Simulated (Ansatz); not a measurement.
Species: H2AlFS2, SMILES `[SH][Al]([SH])[F]` (S–Al–S–H torsion 0°, S–Al–S–H torsion -179°) (charge 0, multiplicity 1), formula H2AlFS2.

Problem. How many basis functions does Ansatz (a program for electronic structure) with frozen-core CCSD(T)/cc-pVTZ // PBE-D3(BJ)/def2-TZVP use, how many core orbitals are frozen, and how many electrons are correlated?

Solution. 160 basis functions and 16 frozen orbitals, which leaves 24 correlated electrons. Core time is of the order of seconds.
